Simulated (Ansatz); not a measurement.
Isolated molecules relaxed with PBE0-D4/def2-TZVP in Ansatz; ΔE leaves out vibrations. CBS: MP2 limit from def2 TZ/QZ plus the TZ coupled-cluster correction, frozen cores. This one scheme is used for every species. Functionals use def2-TZVPP. Each species was taken in one conformer, which may not be the lowest.

Consider the ligand exchange at the Si–C bond: `N#C[SiH2]CF` + `N[SiH3]` → `N#C[SiH2]N[SiH3]` + fluoromethane.

```tsv
level	ΔE (kJ/mol)
PBE0-D4	-81.1
PBE0	-78.2
MP2/def2-SVP	-92.5
MP2/def2-QZVPP	-92.3
```

(1) What does CCSD(T)/CBS give? (Estimate.)

(2) What do rigid-rotor, harmonic-oscillator terms from PBE0-D4/def2-TZVP frequencies (298.15 K, 1 bar) make of the CCSD(T)/CBS value? (Estimate.)

Largest T1 diagnostic among the species: 0.013.

Answers

(1) Ansatz gave: -88.0 kJ/mol. The listed levels differ from it by 6.9, 9.8, -4.5, -4.3 kJ/mol.

(2) The calculation gave: ΔZPE = +3.0 kJ/mol, ΔH = -85.0 kJ/mol, ΔS = -7 J/(mol·K), ΔG = -82.8 kJ/mol. Modes under 50 cm⁻¹ make the entropy rough.

From r2SCAN to r2SCAN0 (25 % exact exchange), in def2-TZVPP and without D4, ΔE moves by −3.7 kJ/mol. The D4 term adds −5.0 kJ/mol with B3LYP and −2.9 kJ/mol with PBE0; it sums over pairs of atoms, weighted by their polarisabilities, and B3LYP, whose exchange is more repulsive, gets the larger term.

B3LYP here is the variant with VWN-RPA as its local correlation; programs differ in this.
